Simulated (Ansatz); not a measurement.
Geometry optimisation, Ansatz 0.2.0, RHF/6-31G*.

Input file:

```yaml
crystal:
  periodic: [false, false, false]
  atoms:
    - { symbol: Al, position_ang: [-0.160384, -0.170556, 0.286368] }
    - { symbol: H, position_ang: [0.151071, -0.201563, 1.791561] }
    - { symbol: O, position_ang: [1.434947, -0.731516, -0.019348] }
    - { symbol: Si, position_ang: [2.859669, -1.435917, -0.287467] }
    - { symbol: H, position_ang: [2.687109, -2.824464, -0.771172] }
    - { symbol: H, position_ang: [3.64788, -0.704955, -1.304289] }
    - { symbol: H, position_ang: [3.662827, -1.488493, 0.952603] }
    - { symbol: "N", position_ang: [-1.466793, 0.204149, -0.827729] }
    - { symbol: H, position_ang: [-2.380831, 0.49706, -0.552321] }
    - { symbol: H, position_ang: [-1.403895, 0.154756, -1.823206] }
basis:
  gaussian: { orbitals: "6-31G*" }
hamiltonian:
  xc: hf
relax:
  f_tol: 0.03
  max_steps: 50
```

Run as:

```bash
$ ansatz run input.yaml --threads 1 --pin off --max-ram 2048MiB --backend cpu --events-out ev --progress --plain --runs-dir out
```

**Question.** Where does it end, and by what steps?

**Answer.** The forces met the threshold. The force dipped under the threshold on the way, but the program's further checks kept it going. After 8 steps the energy has fallen by 0.669 eV; H2 moved furthest, 0.61 Å.

```tsv
step	energy less start (eV)	largest force component (eV/Å)	accepted
0	0.0000	1.728	yes
1	-0.3997	1.205	yes
2	-0.6156	0.572	yes
3	-0.5211	0.927	no
4	-0.6630	0.125	yes
5	-0.6675	0.040	yes
6	-0.6678	0.055	yes
7	-0.6684	0.015	yes
8	-0.6685	0.022	yes
```

```xyz
10
Properties=species:S:1:pos:R:3
Al -0.093 -0.216 0.436
H -0.380 0.037 1.963
O 1.387 -0.858 -0.072
Si 2.861 -1.461 -0.371
H 2.764 -2.845 -0.877
H 3.559 -0.646 -1.388
H 3.688 -1.475 0.854
N -1.319 0.170 -0.776
H -2.217 0.550 -0.564
H -1.219 0.042 -1.761
```

Run time: 18 s on 1 thread of Arm Neoverse V2, with other jobs on the host, peak memory 0.14 GiB.
